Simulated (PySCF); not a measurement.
Computed with core-valence-separated Tamm–Dancoff BHandHLYP/aug-pcX-1 (pcseg-1 on H, def2-SVPD on Si) in PySCF, non-relativistic, gas phase, PBE0-D3(BJ)/def2-SVP geometry. BHandHLYP without relativity tends to put these K edges a few eV too low, so spacings mean more than positions.

Main lines of an unknown, eV (oscillator strength): C K: 282.6 (0.069), 287.0 (0.009), 287.7 (0.030), 288.4 (0.007); N K: 395.4 (0.056), 398.9 (0.008), 399.0 (0.007), 399.8 (0.017), 399.8 (0.008). Listed: the first five lines at most of each edge with a tenth or more of its strongest line's intensity; roots within 0.03 eV on the same or equivalent atoms are summed. Only the lowest roots were sought, and the top ones are left out.

Question: Which candidate gives them?
A. `C=N[SiH](N)N`
B. `[H]/N=C\[SiH](N)N`

Answer: A. 

- `C=N[SiH](N)N`: C K: 282.6 (0.069), 287.0 (0.009), 287.7 (0.030), 288.4 (0.007); N K: 395.4 (0.056), 398.9 (0.008), 399.0 (0.007), 399.8 (0.017), 399.8 (0.008). First C line listed at 282.6 eV, hole on the C=N carbon (1s→π*); first N line listed at 395.4 eV, hole on the C=N nitrogen.
- `[H]/N=C\[SiH](N)N`: C K: 282.2 (0.062), 286.6 (0.016), 287.3 (0.008), 287.9 (0.017); N K: 395.5 (0.061), 399.0 (0.008), 399.7 (0.026), 400.1 (0.064), 400.2 (0.013). First C line listed at 282.2 eV, hole on the C=N carbon (1s→π*); first N line listed at 395.5 eV, hole on the C=N nitrogen.

One conformer each; other structures than these candidates weren't tested.

The values belong to the conformer `[CH2:1]=[N:2][SiH:3]([NH2:4])[NH2:5]`: C1–N2–Si3–N4 -8°, H–N4–Si3–N2 -54°, H–N4–Si3–N2 166°, H–N5–Si3–N2 80°, H–N5–Si3–N2 -60°.
